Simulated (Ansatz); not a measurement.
Cr3⁻. The state is a doublet with charge -1. Geometry r2SCAN-D4/def2-TZVPD.

Cartesian coordinates in Å:
```
Cr 1.496 0.186 -0.204
Cr -0.996 1.031 -0.539
Cr -0.500 -1.217 0.742
```

At B97M-V/def2-TZVPD, PBE0-D4/def2-SVPD, PBE0-D4/def2-TZVPD, r2SCAN0-D4/def2-TZVPD and others the charge -1 doublet is spin-contaminated (final ⟨S²⟩ up to 8.34, 0.75 for a pure state). At B97M-V/def2-TZVPD, PBE0-D4/def2-SVPD, PBE0-D4/def2-TZVPD, r2SCAN0-D4/def2-TZVPD the highest occupied level of the charge -1 doublet lies above zero (up to 0.77 eV). It is a level of β spin, whose loss leaves a triplet; that state wasn't run at this geometry and level. The electron is either unbound and held by the finite basis, or the level is raised by self-interaction error. At B97M-V/def2-TZVPD an occupied level of the charge -1 doublet lies above an empty one (by up to 0.29 eV), so this SCF solution is probably not the lowest. The geometry of the doublet was relaxed on an unsound state (⟨S²⟩ 7.81, where a pure state has 0.75). At PBE0-D4/def2-TZVPD a sextet of charge -1 lies 2.03 eV below the doublet, each at its own geometry. That sextet is doubtful there (⟨S²⟩ 14.37, where a pure state has 8.75). The structure comes from a short search, and lower isomers may exist.

(1) Estimate the α-spin orbital energies around the gap (eV) in Ansatz with B97M-V/def2-TZVPD, PBE0-D4/def2-SVPD, PBE0-D4/def2-TZVPD, r2SCAN0-D4/def2-TZVPD, CAM-B3LYP-D4/def2-TZVPD.

Answers

(1) 
| orbital | B97M-V/def2-TZVPD | PBE0-D4/def2-SVPD | PBE0-D4/def2-TZVPD | r2SCAN0-D4/def2-TZVPD | CAM-B3LYP-D4/def2-TZVPD |
| --- | --- | --- | --- | --- | --- |
| HOMO−13 | -44.49 | -45.48 | -45.54 | -46.56 | -46.51 |
| HOMO−12 | -39.83 | -40.61 | -40.76 | -41.09 | -42.04 |
| HOMO−11 | -39.68 | -40.46 | -40.63 | -40.97 | -41.90 |
| HOMO−10 | -39.61 | -40.45 | -40.57 | -40.96 | -41.86 |
| HOMO−9 | -2.06 | -2.60 | -2.91 | -3.09 | -4.06 |
| HOMO−8 | -1.30 | -2.30 | -2.44 | -2.73 | -3.70 |
| HOMO−7 | -1.07 | -2.14 | -1.98 | -2.69 | -3.26 |
| HOMO−6 | -0.78 | -1.84 | -1.92 | -2.28 | -3.13 |
| HOMO−5 | -0.63 | -1.69 | -1.80 | -2.05 | -3.03 |
| HOMO−4 | -0.61 | -1.63 | -1.79 | -1.97 | -2.90 |
| HOMO−3 | -0.43 | -1.57 | -1.65 | -1.95 | -2.81 |
| HOMO−2 | -0.43 | -1.53 | -1.62 | -1.91 | -2.80 |
| HOMO−1 | -0.32 | -1.20 | -1.36 | -1.52 | -2.56 |
| HOMO | -0.27 | -1.11 | -1.23 | -1.47 | -2.38 |
| LUMO | 0.48 | 1.68 | 1.59 | 1.58 | 2.30 |
| LUMO+1 | 1.00 | 2.08 | 1.89 | 2.07 | 2.32 |
| LUMO+2 | 1.29 | 2.34 | 2.20 | 2.20 | 2.85 |
| LUMO+3 | 1.70 | 2.95 | 2.82 | 2.60 | 3.14 |
| LUMO+4 | 1.76 | 3.33 | 3.26 | 2.92 | 3.53 |
| LUMO+5 | 2.36 | 3.70 | 3.36 | 3.03 | 3.67 |
| β HOMO | 0.77 | 0.31 | 0.22 | 0.07 | -0.46 |
| β LUMO | 1.46 | 2.22 | 2.05 | 2.05 | 2.83 |
